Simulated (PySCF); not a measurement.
How methods differ on the ionisation energy of As

As [Ar] 3d10 4s2 4p3 (4S) → As⁺ [Ar] 3d10 4s2 4p2 (3P), as a difference of total energies. Computed with PySCF 2.14 in cc-pVDZ-DK, with scalar relativity by spin-free X2C-1e. Correlated levels: valence: [Ar] 3d10 frozen. The calculations carry no spin-orbit coupling.

| method | ionisation energy (eV) | error (eV) |
| --- | --- | --- |
| UHF | 9.425 | -0.583 |
| TPSS | 9.889 | -0.119 |
| M06-L | 9.692 | -0.316 |
| MP2 (valence) | 9.753 | -0.255 |
| SCS-MP2 (valence) | 9.636 | -0.372 |
| CCSD (valence) | 9.704 | -0.304 |
| CCSD(T) (valence) | 9.707 | -0.301 |

Reference: 10.008 eV (measured; NIST levels, between the centres of gravity of the two terms).

Errors of the correlated levels include the incompleteness of this basis and the frozen core.
